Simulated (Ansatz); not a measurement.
Input (FCI/cc-pVDZ; Ansatz, a quantum-chemistry and plane-wave program):

Ansatz 0.2 input:
```yaml
crystal:
  periodic: [false, false, false]
  atoms:
    - {symbol: B, position_ang: [0.14414957, -0.00616732, -0.00768719]}
    - {symbol: H, position_ang: [-0.40731316, -1.05719127, -0.00044344]}
    - {symbol: H, position_ang: [-0.31343467, 1.08802789, 0.03887940]}
basis:
  gaussian:
    orbitals: cc-pVDZ
magnetization: {spin_polarized: true, initial_magnetization: 1}
correlation: {method: fci, electrons: outside_noble_gas}
```

Output:

```
Functional definition: HF
integrals: 0.00 GiB planned
415 factors; integrals over basis functions are off by at most 1.4e-7 eV
mean field: 0.05 GiB planned
mean field evaluation 1: about -700.0998 eV, gradient 7.3e0 eV
mean field evaluation 2: about -700.0998 eV, gradient 7.3e0 eV
mean field evaluation 4: about -700.7627 eV, gradient 6.5e-1 eV
mean field evaluation 8: about -700.7723 eV, gradient 3.3e-3 eV
mean field evaluation 16: about -700.7695 eV, gradient 3.2e-1 eV
mean field -700.77226190 eV, -25.7529056244 hartree, gradient 4.3e-6 eV, S^2 0.753173; 2 other end points of the search recorded, 0 dependent functions left out
1 core orbitals not correlated
reference -700.73652589 eV, -25.7515923503 hartree; 3, 2 occupied and 20, 21 virtual orbitals, 415 factors
configuration interaction: 0.17 GiB planned
state -703.15742479 eV, -25.8405587438 hartree
Total energy: -703.15742479 eV, -25.8405587438 hartree
```
